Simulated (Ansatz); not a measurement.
A made-up structure of H3SeO2 (charge +1), singlet:

O1  (-1.084, -0.503, -0.215)
Se2  (0.365, -1.236, 0.018)
O3  (0.694, 0.280, 0.411)
H4  (-1.050, -0.148, -1.143)
H5  (0.890, 1.013, -0.298)
H6  (0.186, 0.593, 1.228)
(Å)

It is relaxed with PBE-D4/def2-SVP and then PBE0-D4/def2-TZVP (Ansatz 0.2.0). Atoms count as bonded within 1.22 times the sum of their covalent radii (H–H: 0.88 Å). The end point is not checked to be a true minimum.

(1) Does its bonding change? (A judgement: the text doesn't fix the answer.)

Results:

(1) By the calculation: No: no bond forms or breaks.

Where it ends: The first stage lowers the energy by 3.29 eV in 10 steps. It ends as H₃SeO₂ ([OH][Se][OH2]), total charge +1:
O1  (-1.387, -0.741, -0.485)
Se2  (0.211, -1.235, -0.079)
O3  (0.930, 0.467, 0.595)
H4  (-1.455, -0.483, -1.419)
H5  (1.154, 1.177, -0.028)
H6  (0.547, 0.816, 1.417)
(Å)

Labels in which every atom is bracketed show which atoms are joined, not bond orders.

For scale, one of the runs: PBE0-D4/def2-TZVP relaxation, 128 basis functions, launched by `ansatz run in.yaml --threads 2 --pin off --events-out ev --progress --plain --max-ram 4352MiB`. The run took about 22 s on 2 CPU threads of an Arm Neoverse V2 (shared host).
